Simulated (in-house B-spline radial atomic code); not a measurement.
How numerical settings move a run on Cr2+, [Ar] 3d4. Computed with an all-electron radial atomic-structure program (B-spline basis): scalar-relativistic (X2C) BLYP, spherical fractional occupations, Fermi nucleus of rms radius 3.6452 fm.

Command:
```bash
python run_scf.py task.json out
```
Settings of the sound reference run:
```
Z                24
electrons        22
configuration    [Ar] 3d4
hamiltonian      x2c
method           b88,lyp
spin_polarised   False
nucleus          fermi
rms_radius       3.6452
mass_number      52
atomic_mass      51.9405
speed_of_light   137.036
knot_spacing     0.22
spline_order     8
gauss_points     12
box_radius       22.22
max_iterations   70
damping          0.5
damped_steps     3
diis_vectors     10
tolerance        1e-08
start            Thomas-Fermi
```

Run time, properties included: 0.22 s on 1 thread of Arm Neoverse V1, on a shared host.

It converges in 10 iterations to -1049.837437 hartree, with 3d at -22.876 eV. The other runs change the listed settings, some to values that make no sense; their results aren't properties of the atom or ion. Radii are in bohr (the nuclear one in fm), a minus after a letter asks for a j subshell, and «unchanged» means within 1e-8 hartree. The run stops when the residual is below 10 × tolerance × max(1, Z/10), or a noise floor if that is larger, and the energy moves by less than 1e-8 × √|E| hartree; so very loose and very tight tolerances often act alike.

```tsv
changed settings	outcome
max_iterations = 8	not converged after 8 iterations, last residual 5.6e-06, last energy +5.00e-10 hartree from the reference
max_iterations = 5	not converged after 5 iterations, last residual 3.3e-03, last energy +3.34e-04 hartree from the reference
box_radius = 2.22	converged in 8 iterations, energy +1.27e+00 hartree from the reference, 3d level +1.6e+01 eV (the program warns: 3d reaches the box edge; 3s reaches the box edge)
box_radius = 2.22, max_iterations = 60, damping = 0, start = bare nucleus	converged in 10 iterations, energy +1.27e+00 hartree from the reference, 3d level +1.6e+01 eV (the program warns: 3d reaches the box edge; 3s reaches the box edge)
hamiltonian = dirac, method = hf, spin_polarised = True	stopped with error: spin polarisation is not served with the Dirac Hamiltonian
max_iterations = 75, damping = 0.2, start = bare nucleus	converged in 11 iterations, energy unchanged, 3d level -1.0e-06 eV
first_knot = 4.17e-05	converged in 10 iterations, energy -2.65e-07 hartree from the reference, 3d level +3.1e-07 eV
electrons = 30, configuration = [Ar] 3d4 5s2 5p6, max_iterations = 75	converged in 24 iterations to -1049.3381 hartree, a different physical problem (warning: 5s has a positive eigenvalue: unbound, held by the box)
electrons = 29, configuration = [Ar] 3d11, max_iterations = 50	stopped with error: shell 3d holds at most 10 electrons
knot_spacing = 1, spline_order = 4, max_iterations = 60, start = bare nucleus	converged in 10 iterations, energy +8.63e+00 hartree from the reference, 3d level -6.3e+00 eV
first_knot = 4.17e-06	converged in 9 iterations, energy -8.90e-07 hartree from the reference, 3d level +5.5e-05 eV
box_radius = 1.33	converged in 8 iterations, energy +1.92e+01 hartree from the reference, 3d level +1.0e+02 eV (the program warns: 3d has a positive eigenvalue: unbound, held by the box; 3p has a positive eigenvalue: unbound, held by the box)
max_iterations = 12	converged in 10 iterations, energy unchanged
box_radius = 6.67	converged in 10 iterations, energy +9.60e-05 hartree from the reference, 3d level +8.3e-03 eV (the program warns: 3d reaches the box edge)
max_iterations = 3	not converged after 3 iterations, last residual 8.0e-02, last energy +2.59e-01 hartree from the reference
first_knot = 0.125	converged in 10 iterations, energy +6.80e-01 hartree from the reference, 3d level -2.9e-03 eV
box_radius = 3.33, max_iterations = 60, start = bare nucleus	converged in 10 iterations, energy +9.60e-02 hartree from the reference, 3d level +2.6e+00 eV (the program warns: 3d reaches the box edge; 3s reaches the box edge)
gauss_points = 8, max_iterations = 2	not converged after 2 iterations, last residual 4.8e-01, last energy +5.52e+00 hartree from the reference
```

(1) What happens with box_radius = 11.11?

(2) What happens with box_radius = 0.89?

(3) What happens with box_radius = 3.33?

(4) What happens with first_knot = 0.0417?

## Answers

(1) Converged in 10 iterations, energy +4.24e-08 hartree from the reference, 3d level +1.4e-06 eV.

(2) Converged in 7 iterations, energy +1.00e+02 hartree from the reference, 3d level +3.2e+02 eV (the program warns: 3d has a positive eigenvalue: unbound, held by the box; 3s has a positive eigenvalue: unbound, held by the box).

(3) Converged in 9 iterations, energy +9.60e-02 hartree from the reference, 3d level +2.6e+00 eV (the program warns: 3d reaches the box edge; 3s reaches the box edge).

(4) Converged in 10 iterations, energy +7.61e-02 hartree from the reference, 3d level -3.2e-04 eV.
